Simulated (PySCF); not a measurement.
Method: PBE0/[Mo def2-TZVP with ECP28, O def2-TZVP, Cl def2-TZVP], scalar-relativistic core potentials, density fitting, no spin–orbit coupling, PySCF. Open shells, if any, are unrestricted.

Q: What shape and geometry does isolated doublet MoO2Cl take (every ligand bound to Mo)?

A: Formally Mo is in oxidation state +5, d1, with 1 unpaired electron. The Mulliken spin on Mo is 1.04. The polar-tensor charge on Mo, 1.86, is far below the formal one. The lowest minimum found is a doublet of Cs symmetry with Mo–Cl 2.256 Å, Mo–O 1.673 Å (×2); Cl–Mo–O 118.1° (×2), O–Mo–O 111.0°. Its harmonic wavenumbers are 129 (a'), 171 (a''), 325 (a'), 450 (a'), 1019 (a''), 1065 (a') cm⁻¹ and its dipole moment is 2.08 D.

This need not be the most stable arrangement of these atoms. With open d or f shells other occupations or spin states may lie lower.
